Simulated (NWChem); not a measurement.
The numbers come from NWChem runs, not from measurements. System: OZn, charge 0, spin multiplicity 1, at a geometry optimised with B3LYP/def2-SVP. The structure started from a generated list of species. Level: B3LYP/def2-TZVP, VWN1-RPA local correlation.

Input file:

```
start mol
memory heap 200 mb stack 900 mb global 1100 mb
geometry units angstroms nocenter noautoz
  Zn     0.000000     0.000000     0.358937
  O      0.000000     0.000000    -1.346013
  symmetry group C2v
end
basis spherical
  * library def2-tzvp
end
dft
  xc b3lyp
  semidirect memsize 60000000 filesize 0
  iterations 100
end
task dft energy
```

NWChem printed:

```
             Northwest Computational Chemistry Package (NWChem) 7.3.0
             --------------------------------------------------------

                                NWChem Input Module
                                -------------------

 Scaling coordinates for geometry "geometry" by  1.889725989
 (inverse scale =  0.529177249)

 Turning off AUTOSYM since
 SYMMETRY directive was detected!

                             Geometry "geometry" -> ""
                             -------------------------

 Output coordinates in angstroms (scale by  1.889725989 to convert to a.u.)

  No.       Tag          Charge          X              Y              Z
 ---- ---------------- ---------- -------------- -------------- --------------
    1 Zn                  30.0000     0.00000000     0.00000000     0.35893700
    2 O                    8.0000     0.00000000     0.00000000    -1.34601300

 Effective nuclear repulsion energy (a.u.)      74.4904775858

            Nuclear Dipole moment (a.u.)
            ----------------------------
        X                 Y               Z
 ---------------- ---------------- ----------------
     0.0000000000     0.0000000000     0.0000113384

      Symmetry information
      --------------------

 Group name             C2v
 Group number             16
 Group order               4
 No. of unique centers     2

      Symmetry unique atoms

     1    2


 Summary of "ao basis" -> "" (spherical)
 ------------------------------------------------------------------------------
       Tag                 Description            Shells   Functions and Types
 ---------------- ------------------------------  ------  ---------------------
 *                         def2-tzvp                  on all atoms

                                 NWChem DFT Module
                                 -----------------

 Summary of "ao basis" -> "ao basis" (spherical)
 ------------------------------------------------------------------------------
       Tag                 Description            Shells   Functions and Types
 ---------------- ------------------------------  ------  ---------------------
 Zn                        def2-tzvp                16       48   6s5p4d1f
 O                         def2-tzvp                11       31   5s3p2d1f

 Summary of "ao basis" -> "ao basis" (spherical)
 ------------------------------------------------------------------------------
       Tag                 Description            Shells   Functions and Types
 ---------------- ------------------------------  ------  ---------------------
 Zn                        def2-tzvp                16       48   6s5p4d1f
 O                         def2-tzvp                11       31   5s3p2d1f

      Symmetry analysis of basis
      --------------------------

        a1         35
        a2          8
        b1         18
        b2         18

            General Information
            -------------------
          SCF calculation type: DFT
          Wavefunction type:  closed shell.
          No. of atoms     :     2
          No. of electrons :    38
           Alpha electrons :    19
            Beta electrons :    19
          Charge           :     0
          Spin multiplicity:     1
          Use of symmetry is: on ; symmetry adaption is: on
          Maximum number of iterations: 100
          AO basis - number of functions:    79
                     number of shells:    27
          Convergence on energy requested:  1.00D-06
          Convergence on density requested:  1.00D-05
          Convergence on gradient requested:  5.00D-04

              XC Information
              --------------
                         B3LYP Method XC Potential
                     Hartree-Fock (Exact) Exchange  0.200
                        Slater Exchange Functional  0.800 local
                    Becke 1988 Exchange Functional  0.720 non-local
              Lee-Yang-Parr Correlation Functional  0.810
                  VWN I RPA Correlation Functional  0.190 local

             Grid Information
             ----------------
          Grid used for XC integration:  medium
          Radial quadrature: Mura-Knowles
          Angular quadrature: Lebedev.
          Tag              B.-S. Rad. Rad. Pts. Rad. Cut. Ang. Pts.
          ---              ---------- --------- --------- ---------
          Zn                  1.35      112           7.0       590
          O                   0.60       49           8.0       434
          Grid pruning is: on
          Number of quadrature shells:   161
          Spatial weights used:  Erf1

          Convergence Information
          -----------------------
          Convergence aids based upon iterative change in
          total energy or number of iterations.
          Levelshifting, if invoked, occurs when the
          HOMO/LUMO gap drops below (HL_TOL):  1.00D-02
          DIIS, if invoked, will attempt to extrapolate
          using up to (NFOCK): 10 stored Fock matrices.

                    Damping( 0%)  Levelshifting(0.5)       DIIS
                  --------------- ------------------- ---------------
          dE  on:    start            ASAP                start
          dE off:    2 iters        100 iters           100 iters

      Screening Tolerance Information
      -------------------------------
          Density screening/tol_rho:  1.00D-10
          AO Gaussian exp screening on grid/accAOfunc:  14
          CD Gaussian exp screening on grid/accCDfunc:  20
          XC Gaussian exp screening on grid/accXCfunc:  20
          Schwarz screening/accCoul:  1.00D-08
[...]
      Non-variational initial energy
      ------------------------------

 Total energy =   -1852.507185
 1-e energy   =   -2735.769217
 2-e energy   =     808.771555
 HOMO         =      -0.424677
 LUMO         =      -0.176515

      Symmetry analysis of molecular orbitals - initial
      -------------------------------------------------

 !! scf_movecs_sym_adapt:   52 vectors were symmetry contaminated

  Symmetry fudging

 !! scf_movecs_sym_adapt:   52 vectors were symmetry contaminated

  Numbering of irreducible representations:

     1 a1          2 a2          3 b1          4 b2

  Orbital symmetries:

     1 a1          2 a1          3 a1          4 b2          5 b1
     6 a1          7 a1          8 a1          9 b1         10 b2
    11 a1         12 a1         13 b2         14 b1         15 a1
    16 a2         17 a1         18 b1         19 b2         20 a1
    21 b1         22 b2         23 a1         24 a1         25 b2
    26 b1         27 a2         28 a1         29 a1

------------------------------------------------------------
EAF file 0: "./mol.aoints.0" size=524288 bytes
------------------------------------------------------------
               write      read    awrite     aread      wait
               -----      ----    ------     -----      ----
     calls:        1         0         0         0         0
   data(b): 5.24e+05  0.00e+00  0.00e+00  0.00e+00
   time(s): 0.00e+00  0.00e+00  0.00e+00  0.00e+00  0.00e+00
rate(mb/s): 0.00e+00  0.00e+00
------------------------------------------------------------

 !! scf_movecs_sym_adapt:   18 vectors were symmetry contaminated

  Symmetry fudging

 !! scf_movecs_sym_adapt:   18 vectors were symmetry contaminated

   convergence    iter        energy       DeltaE   RMS-Dens  Diis-err    time
 ---------------- ----- ----------------- --------- --------- ---------  ------
 d= 0,ls=0.0,diis     1  -1854.3302934727 -1.93D+03  3.74D-02  1.91D+00     3.2

 !! scf_movecs_sym_adapt:   12 vectors were symmetry contaminated

  Symmetry fudging

 !! scf_movecs_sym_adapt:   12 vectors were symmetry contaminated

 d= 0,ls=0.0,diis     2  -1848.0247699357  6.31D+00  3.47D-02  2.38D+01     3.3

 !! scf_movecs_sym_adapt:   10 vectors were symmetry contaminated

  Symmetry fudging

 !! scf_movecs_sym_adapt:    8 vectors were symmetry contaminated

 d= 0,ls=0.0,diis     3  -1854.5427886849 -6.52D+00  2.14D-03  3.94D-01     3.3

 !! scf_movecs_sym_adapt:   12 vectors were symmetry contaminated

  Symmetry fudging

 !! scf_movecs_sym_adapt:    6 vectors were symmetry contaminated

 d= 0,ls=0.0,diis     4  -1854.5605563454 -1.78D-02  1.61D-03  3.72D-01     3.4

 !! scf_movecs_sym_adapt:   18 vectors were symmetry contaminated

  Symmetry fudging

 !! scf_movecs_sym_adapt:   10 vectors were symmetry contaminated

 d= 0,ls=0.0,diis     5  -1854.5839327558 -2.34D-02  2.70D-03  6.45D-02     3.5

 !! scf_movecs_sym_adapt:   20 vectors were symmetry contaminated

  Symmetry fudging

 !! scf_movecs_sym_adapt:   18 vectors were symmetry contaminated

  Resetting Diis
 d= 0,ls=0.0,diis     6  -1854.5911378505 -7.21D-03  6.20D-04  1.83D-02     3.6

 !! scf_movecs_sym_adapt:   36 vectors were symmetry contaminated

  Symmetry fudging

 !! scf_movecs_sym_adapt:   36 vectors were symmetry contaminated

 d= 0,ls=0.0,diis     7  -1854.5924284110 -1.29D-03  1.39D-03  1.95D-03     3.7

 !! scf_movecs_sym_adapt:   36 vectors were symmetry contaminated

  Symmetry fudging

 !! scf_movecs_sym_adapt:   36 vectors were symmetry contaminated

 d= 0,ls=0.0,diis     8  -1854.5884257251  4.00D-03  1.13D-03  3.80D-02     3.8

 !! scf_movecs_sym_adapt:   36 vectors were symmetry contaminated

  Symmetry fudging

 !! scf_movecs_sym_adapt:   36 vectors were symmetry contaminated

 d= 0,ls=0.0,diis     9  -1854.5926442547 -4.22D-03  4.03D-05  2.02D-04     3.9

 !! scf_movecs_sym_adapt:   36 vectors were symmetry contaminated

  Symmetry fudging

 !! scf_movecs_sym_adapt:   36 vectors were symmetry contaminated

 d= 0,ls=0.0,diis    10  -1854.5926509880 -6.73D-06  2.80D-05  1.31D-05     4.0

 !! scf_movecs_sym_adapt:   36 vectors were symmetry contaminated

  Symmetry fudging

 !! scf_movecs_sym_adapt:   36 vectors were symmetry contaminated

 d= 0,ls=0.0,diis    11  -1854.5926518424 -8.54D-07  5.78D-06  1.06D-06     4.1

         Total DFT energy =    -1854.592651842423
      One electron energy =    -2733.962213049432
           Coulomb energy =      884.583749537490
    Exchange-Corr. energy =      -79.704665916291
 Nuclear repulsion energy =       74.490477585810

 Numeric. integr. density =       37.999996061008

     Total iterative time =      2.6s

                  Occupations of the irreducible representations
                  ----------------------------------------------

                     irrep           alpha         beta
                     --------     --------     --------
                     a1               10.0         10.0
                     a2                1.0          1.0
                     b1                4.0          4.0
                     b2                4.0          4.0

                       DFT Final Molecular Orbital Analysis
                       ------------------------------------

 Vector   17  Occ=2.000000D+00  E=-3.130246D-01  Symmetry=a1
              MO Center=  6.5D-16, -7.5D-16, -5.2D-01, r^2= 2.1D+00
   Bfn.  Coefficient  Atom+Function         Bfn.  Coefficient  Atom+Function
  ----- ------------  ---------------      ----- ------------  ---------------
     5      0.607116  1 Zn s                 56      0.321742  2 O  pz
    59      0.272789  2 O  pz                 4     -0.192405  1 Zn s
     3     -0.188758  1 Zn s                 62      0.159120  2 O  pz
    53     -0.146440  2 O  s                  6      0.139842  1 Zn s
    24     -0.105327  1 Zn d  0              51     -0.089374  2 O  s

 Vector   18  Occ=2.000000D+00  E=-2.550010D-01  Symmetry=b2
              MO Center=  2.3D-16, -2.1D-15, -1.2D+00, r^2= 1.0D+00
   Bfn.  Coefficient  Atom+Function         Bfn.  Coefficient  Atom+Function
  ----- ------------  ---------------      ----- ------------  ---------------
    55      0.452851  2 O  py                58      0.369752  2 O  py
    61      0.292293  2 O  py                17      0.152442  1 Zn py
    23      0.109248  1 Zn d -1              11     -0.074731  1 Zn py
    20      0.074846  1 Zn py                28      0.063144  1 Zn d -1
     8      0.026604  1 Zn py

 Vector   19  Occ=2.000000D+00  E=-2.550010D-01  Symmetry=b1
              MO Center= -7.1D-15,  7.0D-17, -1.2D+00, r^2= 1.0D+00
   Bfn.  Coefficient  Atom+Function         Bfn.  Coefficient  Atom+Function
  ----- ------------  ---------------      ----- ------------  ---------------
    54      0.452851  2 O  px                57      0.369752  2 O  px
    60      0.292293  2 O  px                16      0.152442  1 Zn px
    25     -0.109248  1 Zn d  1              10     -0.074731  1 Zn px
    19      0.074846  1 Zn px                30     -0.063144  1 Zn d  1
     7      0.026604  1 Zn px

 Vector   20  Occ=0.000000D+00  E=-1.665917D-01  Symmetry=a1
              MO Center= -7.7D-16, -5.7D-16,  4.1D-01, r^2= 3.2D+00
   Bfn.  Coefficient  Atom+Function         Bfn.  Coefficient  Atom+Function
  ----- ------------  ---------------      ----- ------------  ---------------
     6      0.452500  1 Zn s                  5      0.392751  1 Zn s
    18      0.307108  1 Zn pz                56     -0.287468  2 O  pz
    59     -0.249716  2 O  pz                62     -0.219303  2 O  pz
    12     -0.162704  1 Zn pz                21      0.134700  1 Zn pz
     4     -0.132542  1 Zn s                 24      0.100980  1 Zn d  0

 Vector   21  Occ=0.000000D+00  E=-2.271605D-02  Symmetry=b1
              MO Center=  3.1D-15, -1.8D-14,  5.5D-01, r^2= 5.1D+00
   Bfn.  Coefficient  Atom+Function         Bfn.  Coefficient  Atom+Function
  ----- ------------  ---------------      ----- ------------  ---------------
    19      0.707273  1 Zn px                16      0.394288  1 Zn px
    60     -0.172337  2 O  px                54     -0.164106  2 O  px
    10     -0.144739  1 Zn px                40     -0.141963  1 Zn d  1
    57     -0.120848  2 O  px                25      0.065305  1 Zn d  1
     7      0.051259  1 Zn px                30      0.034535  1 Zn d  1

 Vector   22  Occ=0.000000D+00  E=-2.271605D-02  Symmetry=b2
              MO Center= -3.2D-14,  1.2D-15,  5.5D-01, r^2= 5.1D+00
   Bfn.  Coefficient  Atom+Function         Bfn.  Coefficient  Atom+Function
  ----- ------------  ---------------      ----- ------------  ---------------
    20      0.707273  1 Zn py                17      0.394288  1 Zn py
    61     -0.172337  2 O  py                55     -0.164106  2 O  py
    11     -0.144739  1 Zn py                38      0.141963  1 Zn d -1
    58     -0.120848  2 O  py                23     -0.065305  1 Zn d -1
     8      0.051259  1 Zn py                28     -0.034535  1 Zn d -1

 center of mass
 --------------
 x =   0.00000000 y =   0.00000000 z =   0.03350744

 moments of inertia (a.u.)
 ------------------
         132.807955707552           0.000000000000           0.000000000000
           0.000000000000         132.807955707552           0.000000000000
           0.000000000000           0.000000000000           0.000000000000

     Multipole analysis of the density
     ---------------------------------

     L   x y z        total         alpha         beta         nuclear
     -   - - -        -----         -----         ----         -------
     0   0 0 0     -0.000000    -19.000000    -19.000000     38.000000

     1   1 0 0      0.000000      0.000000      0.000000      0.000000
     1   0 1 0      0.000000      0.000000      0.000000      0.000000
     1   0 0 1      2.176379      1.088184      1.088184      0.000011

     2   2 0 0    -14.173582     -7.086791     -7.086791      0.000000
     2   1 1 0      0.000000      0.000000      0.000000      0.000000
     2   1 0 1      0.000000      0.000000      0.000000      0.000000
     2   0 2 0    -14.173582     -7.086791     -7.086791      0.000000
     2   0 1 1      0.000000      0.000000      0.000000      0.000000
     2   0 0 2    -15.739162    -40.650311    -40.650311     65.561459

 Task  times  cpu:        4.1s     wall:        4.1s

 Total times  cpu:        4.1s     wall:        4.1s
```
